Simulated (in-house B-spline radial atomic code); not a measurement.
Atomic self-consistent-field run: Mg⁴⁺. Method: non-relativistic Hartree-Fock, spin-polarised, averaged over the determinants with the given up and down occupations, point nucleus. Calculated with a radial B-spline atomic code at the basis-set limit.

Command:
```bash
python run_scf.py task.json out
```
Settings:
```
Z                12
configuration    [He] 2s2 2p4
hamiltonian      nr
method           hf
spin_polarised   True
```

Output (hartree, bohr):
```
 radial grid: 40 intervals, B-splines of order 8, outer radius 8.5106 bohr

 iter        energy (Eh)    residual
    1       -187.8970026    4.86e-01
    2       -191.8430029    1.18e-01
    3       -191.9592886    5.30e-02
    4       -191.9811644    2.50e-02
    5       -191.9863544    3.83e-03
    6       -191.9865264    9.29e-04
    7       -191.9865320    4.30e-05
    8       -191.9865320    1.26e-06
    9       -191.9865320    2.81e-08

 total energy                     -191.986532
 kinetic                            191.98653
 electron-nucleus                  -435.74612
 electron-electron                   51.77305

 orbital      occ     eigenvalue          <r>       <r^2>       <1/r>     <1/r^2>       r_max
 1s up      1.000      -52.74803      0.13065   0.0229768     11.5939     271.683     0.08548
 1s down    1.000      -52.55129     0.130057   0.0227207     11.6278     272.929     0.08536
 2s up      1.000       -6.90255     0.640983    0.486082     2.27437     21.3191      0.5253
 2s down    1.000       -6.30641     0.656842    0.511793     2.20357     19.8174      0.5323
 2p up      3.000       -5.50162     0.600157     0.44564       2.161     6.50889      0.4507
 2p down    1.000       -5.20034      0.61227    0.465874     2.12957     6.35696      0.4547
```

Time taken, with all properties: 0.17 s on 1 thread of Arm Neoverse N1, with other jobs on the host.
